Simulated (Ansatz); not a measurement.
Compare A (`F/C=C\C=C(F)F`) with its isomer B (`F/C=C/C(F)=C\F`).

Gas-phase electronic energies from Ansatz, PBE0-D4/def2-TZVP geometries. CCSD(T)/CBS is the MP2 limit (def2-TZVPP, def2-QZVPP) plus CCSD(T) − MP2 in def2-TZVPP, frozen cores. Double bonds are as drawn, so ΔE can hold a change between cis and trans. DFT in def2-TZVPP. B3LYP here is the variant with VWN-RPA as its local correlation; programs differ in this. Each species was taken in one conformer, which may not be the lowest.

Task: Which isomer does CCSD(T)/CBS put lower? Give the gap. (Estimate.)

Result: The calculation gave: A, by 32.7 kJ/mol.

Task: Give E(B) − E(A) in kJ/mol with CCSD(T)/def2-TZVPP, LDA (SPW92), PBE0-D4, B3LYP-D4, B3LYP, r2SCAN-D4, ωB97M-V. (Best estimate.)

Result: Ansatz gave: CCSD(T)/def2-TZVPP 33.9, LDA (SPW92) 38.5, PBE0-D4 36.0, B3LYP-D4 31.4, B3LYP 31.6, r2SCAN-D4 36.7, ωB97M-V 34.4. None reverses the order clearly.

Task: Does the order hold for the free energy at 298.15 K (harmonic terms from PBE0-D4)? (An estimate is asked.)

Result: The calculation gave: Yes: G(B) − G(A) = +32.0 kJ/mol, for one conformer each.

Largest T1 diagnostic: 0.013.

At CCSD(T), def2-SVP lies +3.6 kJ/mol from the extrapolated value and def2-TZVPP +1.1 kJ/mol. Leaving LDA and LC-ωPBE aside and taking each functional with its dispersion term where it has one, the values, not all of them listed here, spread over 8.4 kJ/mol, from BLYP-D4 to PBE-QIDH. LDA lies +3.8 kJ/mol from PBE without D4.
